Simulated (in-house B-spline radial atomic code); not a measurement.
Response and correlation along the 10-electron series, closed shell [He] 2s2 2p6; the second-order energy is extrapolated in partial waves. Computed with a B-spline radial code for spherical atoms: relativistic RPA and second-order many-body perturbation theory on Dirac-Hartree-Fock.

| ion | Z | dipole polarisability (bohr³) | quadrupole polarisability (bohr⁵) | ratio of RPA to uncoupled dipole | second order correlation energy (Eh) | C6 of two such ions (Eh bohr⁶) |
| --- | --- | --- | --- | --- | --- | --- |
| Os66+ | 76 | 3.9344e-05 | 3.2055e-07 | 1.0034 | -0.45435 | 4.8134e-07 |
| Ir67+ | 77 | 3.7022e-05 | 2.9187e-07 | 1.0034 | -0.45583 | 4.388e-07 |
| Pt68+ | 78 | ? | ? | ? | ? | ? |
| Au69+ | 79 | 3.2848e-05 | 2.4271e-07 | 1.0034 | -0.45892 | 3.6575e-07 |
| Hg70+ | 80 | ? | ? | ? | ? | ? |
| Tl71+ | 81 | 2.9221e-05 | 2.0259e-07 | 1.0033 | -0.4622 | 3.0601e-07 |
| Pb72+ | 82 | 2.7587e-05 | 1.8534e-07 | 1.0033 | -0.46392 | 2.8028e-07 |

Fill in the row of Pt68+.

dipole polarisability (bohr³): 3.4861e-05; quadrupole polarisability (bohr⁵): 2.6603e-07; ratio of RPA to uncoupled dipole: 1.0034; second order correlation energy (Eh): -0.45735; C6 of two such ions (Eh bohr⁶): 4.0042e-07.

Fill in the row of Hg70+.

dipole polarisability (bohr³): 3.0972e-05; quadrupole polarisability (bohr⁵): 2.2165e-07; ratio of RPA to uncoupled dipole: 1.0033; second order correlation energy (Eh): -0.46053; C6 of two such ions (Eh bohr⁶): 3.344e-07.

How fast does the dipole polarisability fall along the series?

From 3.934e-05 to 2.759e-05 bohr³; a fit of its logarithm against log Z from Z = 76 to 82 has slope -4.67.
